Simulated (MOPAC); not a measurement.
Isomers of CH4B2. All species are isolated molecules in the gas phase. One relaxed conformer stands for each flexible species; it need not be the lowest. Strings in code marks are SMILES.

Quantity: electronic energy of isomers of CH4B2 relative to `BB=C`, in kcal/mol. Semi-empirical values (MOPAC) are differences of heats of formation.

Case: `B=BC`. Geometry of `B=BC` (neutral, multiplicity 1, Å):

```xyz
7

B      1.9508    -0.0953    -0.0193
B      0.4342     0.0513     0.0518
C     -1.0802     0.1114     0.1388
H      3.1201    -0.2098    -0.0743
H     -1.5890     0.3812    -0.7900
H     -1.4751     0.6979     0.9721
H     -1.3609    -0.9366     0.3454
```

### Question
What is the computed electronic energy of isomers of CH4B2 relative to `BB=C` (PM6 // PBE0-D3(BJ)/def2-TZVP (MOPAC))?

### Answer
46.0 kcal/mol.
